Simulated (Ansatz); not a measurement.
Reaction (redistribution): `CO[SiH]([SiH3])Cl` + `O[SiH]1C=N1` → `CO[SiH2][SiH3]` + `O[SiH]1N=C1Cl`

Gas-phase electronic energies from Ansatz, PBE0-D4/def2-TZVP geometries. CBS: MP2 limit from def2 TZ/QZ plus the TZ coupled-cluster correction, frozen cores. Functionals use def2-TZVPP. One conformer a species, not always the lowest.

```csv
level,ΔE (eV)
r2SCAN-D4,1.38
CAM-B3LYP-D4,1.43
B2PLYP,1.40
CCSD/def2-SVP,1.40
```

Question: What does CCSD(T)/CBS give? (Estimate.)

Answer: Computed: +1.49 eV. The listed levels differ from it by -0.11, -0.06, -0.09, -0.09 eV.

Largest T1 diagnostic among the species: 0.014.

At CCSD(T), def2-SVP lies −0.13 eV from the extrapolated value and def2-TZVPP −0.05 eV. From r2SCAN to r2SCAN0 (25 % exact exchange), in def2-TZVPP and without D4, ΔE moves by +0.07 eV.
